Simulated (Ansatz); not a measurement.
CH7NOSi, SMILES O[Si@@H](N)C.

Geometry: B3LYP-D3(BJ)/def2-SVP. The structure was generated by enumeration; whether it is a known compound was not checked. Other conformers were not sampled.

Two levels are set side by side: PBE/def2-TZVPD (Ansatz, a first-principles code) and CAM-B3LYP/def2-TZVPD (Ansatz). Energy differences of separate SCF runs at the same geometry; the states with an electron removed or added have multiplicity 2 and 2. Differences are taken from unrounded values.

```csv
quantity,CAM-B3LYP,PBE,PBE minus CAM-B3LYP
vertical ionisation energy (eV),9.95,9.35,-0.60
vertical singlet–triplet gap (eV),6.16,5.72,-0.44
```
